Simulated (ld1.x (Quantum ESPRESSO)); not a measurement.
**neon (Ne): one change to a TM potential, before and after**

```json
{
 "Element": "Ne",
 "Generator": "ld1.x (Quantum ESPRESSO) 7.5",
 "Type": "norm-conserving Troullier–Martins (Kleinman–Bylander form)",
 "Functional": "PBE",
 "Relativity": "scalar-relativistic",
 "Frozen core": "[He]",
 "Valence charge": "8",
 "Reference configuration": "2s2 2p6",
 "Partial waves": "2s (bound): rc 0.50 bohr; 2p (bound): rc 0.80 bohr; 3d channel at 0.45 Ry: rc 0.80 bohr",
 "Local potential": "all-electron potential smoothed inside 0.50 bohr (lloc = -1)",
 "Core correction": "Bessel-smoothed model core, default radius (core density twice the valence density)"
}
```

Change: all radii but the core radius scaled by about 1.05 (s 0.52, p 0.84, d 0.84 bohr); local potential all-electron potential smoothed inside 0.52 bohr (lloc = -1).

Cutoffs: the cutoffs (Ry, on a coarse ladder) from which the occupation-weighted sum of valence levels, in a spherical-Bessel basis at the reference potential, stays within 10 and 1 mRy of its value at 400 Ry; they do not see the model core or the augmentation charge, which bear on the density cutoff. Errors are all-electron minus pseudo energies relative to the spin-unpolarised reference configuration.

Task: What does the change do?

Result: Of the 6 tests that both files solve, the error grows in 3 and shrinks in 1 by more than 15 % and 0.3 meV (median size 9.6 → 9.6 meV); neither file shows a bound ghost.

| quantity | base | changed |
| --- | --- | --- |
| cutoff, loose | 300 Ry | 260 Ry |
| cutoff, tight | over 300 Ry | over 300 Ry |
| loose cutoff by channel (10 mRy a level) | s 230 Ry, p 160 Ry | s 140 Ry, p 140 Ry |
| bound ghosts | none | none |
| error for 2s2 2p5, meV [ΔE 22.48 eV] | -0.8 | -0.7 |
| error for 2s2 2p4, meV [ΔE 65.74 eV] | +13 | +15 |
| error for 2s2 2p3, meV [ΔE 133.17 eV] | +79 | +94 |
| error for 2s1 2p6, meV [ΔE 45.88 eV] | +6.6 | +3.9 |
| error for 2s2 2p2, meV [ΔE 227.80 eV] | +281 | +333 |
| error for 2s2 2p5.5, meV [ΔE 8.87 eV] | -0.9 | -0.9 |
